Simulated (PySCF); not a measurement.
H₄O₄Ti, SMILES [OH][Ti]([OH])([OH])[OH], multiplicity 1.

Geometry: PBE-D3(BJ)/def2-SVP. The spin state was assumed, not searched. The isomer is the one that the SMILES or the coordinates give; other isomers of the formula were not compared. One conformer was computed; it need not be the lowest.

Method: PBE-D3(BJ)/def2-SVP run with PySCF.

Frequencies are harmonic and unscaled.

Modes within 1.5 cm⁻¹ of each other (mostly degenerate sets) share a row, with their intensities summed.

Computed harmonic wavenumbers and intensities:
```json
[
 {"mode": "1–2", "ν (cm⁻¹)": "169", "IR (km/mol)": "19.4", "moving atoms (share of kinetic energy)": "H 51 %, O 33 %, Ti 16 %"},
 {"mode": "3–4", "ν (cm⁻¹)": "177", "IR (km/mol)": "7.7", "moving atoms (share of kinetic energy)": "O 82 %, H 18 %"},
 {"mode": "5", "ν (cm⁻¹)": "223", "IR (km/mol)": "30.8", "moving atoms (share of kinetic energy)": "O 50 %, H 31 %, Ti 19 %"},
 {"mode": "6", "ν (cm⁻¹)": "239", "IR (km/mol)": "0.0", "moving atoms (share of kinetic energy)": "H 75 %, O 25 %"},
 {"mode": "7–8", "ν (cm⁻¹)": "263", "IR (km/mol)": "311.7", "moving atoms (share of kinetic energy)": "H 62 %, O 33 %"},
 {"mode": "9", "ν (cm⁻¹)": "315", "IR (km/mol)": "127.7", "moving atoms (share of kinetic energy)": "H 68 %, O 29 %"},
 {"mode": "10–11", "ν (cm⁻¹)": "473", "IR (km/mol)": "274.8", "moving atoms (share of kinetic energy)": "H 70 %, O 30 %"},
 {"mode": "12", "ν (cm⁻¹)": "495", "IR (km/mol)": "0.0", "moving atoms (share of kinetic energy)": "H 84 %, O 16 %"},
 {"mode": "13", "ν (cm⁻¹)": "506", "IR (km/mol)": "242.2", "moving atoms (share of kinetic energy)": "H 82 %, O 18 %"},
 {"mode": "14", "ν (cm⁻¹)": "690", "IR (km/mol)": "0.0", "moving atoms (share of kinetic energy)": "O 93 %"},
 {"mode": "15", "ν (cm⁻¹)": "754", "IR (km/mol)": "180.8", "moving atoms (share of kinetic energy)": "O 60 %, Ti 36 %"},
 {"mode": "16–17", "ν (cm⁻¹)": "777", "IR (km/mol)": "375.7", "moving atoms (share of kinetic energy)": "O 52 %, Ti 37 %, H 11 %"},
 {"mode": "18–20", "ν (cm⁻¹)": "3767", "IR (km/mol)": "540.2", "moving atoms (share of kinetic energy)": "H 94 %"},
 {"mode": "21", "ν (cm⁻¹)": "3774", "IR (km/mol)": "0.0", "moving atoms (share of kinetic energy)": "H 94 %"}
]
```
